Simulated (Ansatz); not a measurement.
Saddle point of BH5O3, singlet (BH₃O₃ ([OH][B]([OH])[OH]) + H₂ → BH₃O₂ ([OH][BH][OH]) + H₂O; bonds formed: B1–H6, O2–H5; bonds broken: B1–O2, H5–H6), PBE0-D4/def2-TZVP structure:

| atom | x (Å) | y (Å) | z (Å) |
| --- | --- | --- | --- |
| B1 | -0.1982 | -0.1021 | 0.0326 |
| O2 | 1.2373 | 0.4933 | -0.3004 |
| O3 | -0.4465 | -1.3684 | -0.4624 |
| O4 | -1.1617 | 0.8781 | -0.1490 |
| H5 | 0.9786 | 0.3165 | 0.8559 |
| H6 | 0.1813 | -0.1537 | 1.3950 |
| H7 | 1.1171 | 1.4152 | -0.5621 |
| H8 | 0.2856 | -1.9787 | -0.3696 |
| H9 | -1.9934 | 0.4998 | -0.4400 |

Energies are electronic, without zero-point energy. Barriers and step energies count from the start structure reached by relaxing down the imaginary mode; all methods use the PBE0-D4 structures, on which another method's saddle can fall below an end. Computed with Ansatz 0.2.0 (basis: def2-TZVPP, with def2-QZVPP for the basis limit); correlated methods freeze the cores. B3LYP uses VWN-RPA correlation. Extrapolation: Hartree–Fock as exp(−7.88 √X), correlation as X^−2.97.

```csv
method,barrier (kcal/mol),step energy (kcal/mol)
SPW92,40.24,21.19
PBE-D4,48.66,20.01
BLYP-D4,54.66,20.42
r2SCAN-D4,52.19,22.32
B97M-V,55.16,22.29
PBE0-D4,52.06,20.49
B3LYP-D4,56.70,20.75
r2SCAN0-D4,54.39,22.22
BHLYP-D4,60.79,21.30
CAM-B3LYP-D4,56.47,20.98
wB97X-V,55.49,20.82
wB97M-V,?,21.18
B2PLYP,57.36,20.54
PBE-QIDH,?,21.04
RPA on PBE,?,20.13
HF,72.17,21.39
MP2,56.16,21.30
CCSD,59.08,20.65
CCSD(T),56.96,20.82
```

(1) Fill in the withheld barriers. (An estimate is asked for; the value comes from the calculation.)

No T1 diagnostic of these runs exceeds 0.013.

Results:

(1) By the calculation: PBE-QIDH 54.91; wB97M-V 55.23; RPA on PBE 56.58 kcal/mol. Each is the energy of the saddle less that of the start structure, by the same method.

For comparison, the barrier by CCSD(T) at an estimated basis limit (MP2 extrapolated from triple and quadruple zeta, plus CCSD(T) − MP2 in triple zeta) is 57.57 kcal/mol.

Labels in which every atom is bracketed show which atoms are joined, not bond orders.

For scale, one of the runs: CCSD(T)/def2-TZVPP, 194 basis functions (an equivalent command: `ansatz run in.yaml --threads 4`). Hardware: 4 CPU threads, shared host. Wall time 43 s; peak host memory 2.4 GiB.
